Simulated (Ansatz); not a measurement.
Computed with Ansatz on PBE0-D4/def2-TZVP structures; ΔE is electronic, products minus reactants. CCSD(T)/CBS is the MP2 limit (def2-TZVPP, def2-QZVPP) plus CCSD(T) − MP2 in def2-TZVPP, frozen cores. This one scheme is used for every species. Functionals use def2-TZVPP. def2 core potentials past Kr. For I, Sb outer-core shells are correlated without core-valence functions, which leaves a few kJ/mol of doubt a bond.

Consider the cleavage of the Sb–Si bond: `[SiH3][SbH2]` + HI → `[SbH2][I]` + SiH₄.

| level | ΔE (kJ/mol) | difference from CCSD(T)/CBS |
| --- | --- | --- |
| LDA (SPW92) | -41.8 | 16.0 |
| PBE-D4 | -50.3 | 7.5 |
| BLYP-D4 | -59.9 | -2.1 |
| ωB97X-V | -55.4 | 2.4 |
| PBE-QIDH | -52.5 | 5.3 |
| PBE0 | -52.3 | 5.5 |
| HF/def2-SVP | -67.6 | -9.8 |
| CCSD(T)/def2-SVP | -51.7 | 6.1 |
| MP2/def2-TZVPP | -53.5 | 4.3 |
| CCSD(T)/def2-TZVPP | -48.0 | 9.8 |
| CCSD(T)/CBS | -57.8 | 0 |

Largest T1 diagnostic among the species: 0.014.

Leaving LDA and LC-ωPBE aside and taking each functional with its dispersion term where it has one, the values, not all of them listed here, spread over 14.3 kJ/mol, from BHLYP-D4 to PBE-D4. LDA lies +9.4 kJ/mol from PBE without D4. At CCSD(T), def2-SVP lies +6.1 kJ/mol from the extrapolated value and def2-TZVPP +9.8 kJ/mol.
